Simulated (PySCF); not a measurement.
Species: CH₉InN₂.
Atom-mapped SMILES: `[CH3:1][NH:2][InH2-:3][NH3+:4]` (hydrogens: H5, H6, H7 on C1; H8 on N2; H9, H10 on In3; H11, H12, H13 on N4)

Method: PBE0-D3(BJ)/def2-SVP geometry optimisation, gas phase, def2 core potentials past Kr in PySCF; density fitting, grid level 1; the optimiser is geomeTRIC in internal coordinates, started from a GFN2-xTB structure with every atom displaced at random (about 0.01 Å).

Step 3: E = -9329.4934 eV
```
atom  x, y, z in Å  |  force x, y, z in eV/Å
C1      1.8796    0.4332    0.0660    0.020  -0.010   0.081
N2      0.8585   -0.4178    0.6355    0.023   0.065  -0.135
In3    -0.6468   -1.2255   -0.5781   -0.005  -0.071   0.011
N4     -1.8781    0.6695    0.1438   -0.029   0.197  -0.337
H5      1.4388    1.1279   -0.6704   -0.013   0.002   0.006
H6      2.3687    1.0694    0.8313   -0.017   0.008   0.009
H7      2.7006   -0.0883   -0.4666    0.038  -0.046  -0.050
H8      1.2775   -1.0869    1.2773   -0.045   0.045   0.065
H9     -1.5214   -2.5311    0.1483   -0.013  -0.031   0.024
H10    -0.5542   -0.8829   -2.2746    0.015   0.036  -0.042
H11    -1.1836    0.9373    0.8456    0.041  -0.038   0.131
H12    -2.7915    0.5541    0.5767    0.003   0.006   0.082
H13    -1.9418    1.4240   -0.5455   -0.019  -0.163   0.156
```

Step 4: E = -9329.5116 eV
```
atom  x, y, z in Å  |  force x, y, z in eV/Å
C1      1.9190    0.4146    0.0445    0.048   0.003   0.074
N2      0.8320   -0.3586    0.5970   -0.033   0.091  -0.025
In3    -0.6572   -1.1993   -0.6123    0.059  -0.059  -0.052
N4     -1.9148    0.6541    0.1583   -0.043   0.184  -0.336
H5      1.5537    1.0747   -0.7611   -0.013   0.003  -0.001
H6      2.3882    1.0792    0.7982   -0.037   0.013   0.003
H7      2.7497   -0.1721   -0.3979    0.037  -0.056  -0.048
H8      1.1671   -0.9672    1.3397   -0.006   0.014   0.023
H9     -1.4807   -2.5236    0.1368   -0.042  -0.025   0.007
H10    -0.5447   -0.8331   -2.2989   -0.001   0.007  -0.052
H11    -1.1858    0.8693    0.8452    0.032   0.000   0.155
H12    -2.8106    0.4879    0.6098    0.001   0.044   0.129
H13    -2.0096    1.4571   -0.4702   -0.002  -0.218   0.124
```

Step 5: E = -9329.5198 eV
```
atom  x, y, z in Å  |  force x, y, z in eV/Å
C1      1.9416    0.4040    0.0347    0.049  -0.003   0.025
N2      0.8098   -0.3147    0.5678   -0.053   0.074   0.039
In3    -0.6608   -1.1891   -0.6453    0.067  -0.011  -0.048
N4     -1.9301    0.6410    0.1729   -0.051   0.036  -0.137
H5      1.6320    1.0291   -0.8204   -0.005   0.002  -0.004
H6      2.3874    1.0961    0.7775   -0.025   0.009  -0.002
H7      2.7778   -0.2258   -0.3355    0.014  -0.025  -0.018
H8      1.0867   -0.8731    1.3714    0.010  -0.021  -0.004
H9     -1.4648   -2.5200    0.1161   -0.036  -0.014  -0.013
H10    -0.5429   -0.8106   -2.3294   -0.003  -0.011  -0.022
H11    -1.1741    0.8282    0.8430    0.026   0.021   0.068
H12    -2.8067    0.4530    0.6541    0.011   0.052   0.089
H13    -2.0497    1.4649   -0.4176   -0.004  -0.108   0.028
```

**Question.** Estimate the geometry and energy of step 6. (The exact step hangs on the optimiser's Hessian estimate; all steps are aligned on step 5, rigid shifts and turns removed.)

**Answer.** E = -9329.5242 eV, largest force 0.080 eV/Å
```
atom  x, y, z in Å  |  force x, y, z in eV/Å
C1      1.9485    0.4023    0.0354    0.029  -0.017  -0.017
N2      0.7985   -0.2962    0.5576   -0.035   0.047   0.042
In3    -0.6593   -1.1891   -0.6633    0.035   0.019  -0.001
N4     -1.9328    0.6341    0.1812   -0.019  -0.071   0.031
H5      1.6616    1.0121   -0.8388    0.001  -0.002  -0.001
H6      2.3804    1.1072    0.7737   -0.004   0.001  -0.001
H7      2.7869   -0.2432   -0.3051   -0.008   0.008   0.007
H8      1.0567   -0.8409    1.3771    0.004  -0.029  -0.014
H9     -1.4656   -2.5212    0.0988   -0.012  -0.004  -0.025
H10    -0.5459   -0.8116   -2.3495    0.001  -0.010   0.007
H11    -1.1602    0.8241    0.8351    0.014   0.006  -0.017
H12    -2.7942    0.4513    0.6926    0.017   0.037   0.032
H13    -2.0684    1.4543   -0.4056   -0.023   0.014  -0.044
```

The energy changes by -0.0044 eV. The first-order estimate −F·Δx gives -0.0063 eV and the mean of the old and new forces, exact on a quadratic surface, -0.0045 eV. The step makes an angle of 76° with the force vector and moves no atom by more than 0.044 Å.

The cost below is that of the whole optimisation. The run took 71 s wall on one thread of an Intel Xeon Platinum 8488C (shared host), and the process peaked at 0.47 GiB of memory.
